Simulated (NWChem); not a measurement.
## HCl₂Ga in NWChem

SMILES: [Cl][GaH][Cl]
```xyz
4

Ga     0.0000     0.0000     0.5656
H      0.0000     0.0000     2.1130
Cl    -1.8054     0.0000    -0.5779
Cl     1.8054     0.0000    -0.5779
```
Charge 0, spin multiplicity 1.

The numbers come from NWChem runs, not from measurements. The geometry was optimised at PBE0/def2-SVP, a minimum by its harmonic frequencies.

Symmetry labels belong to the abelian group C2v used in the runs, with the axes of the coordinates shown.

The Hamiltonian is non-relativistic. B3LYP has NWChem's definition, with VWN1-RPA local correlation. The structure started from a generated list of species.

**Question.** List the lowest 6 singlet excitations that TD-B3LYP/def2-SVPD, VWN1-RPA local correlation gives, with oscillator strengths.

**Answer.** 
```
state  symmetry  energy (eV)  wavelength (nm)      f
-----  --------  -----------  ---------------  -----
1            a2         5.73              216  0.000
2            b2         5.78              215  0.002
3            b1         6.18              201  0.007
4            b1         6.48              191  0.080
5            a2         6.50              191  0.000
6            a1         6.54              190  0.046
```
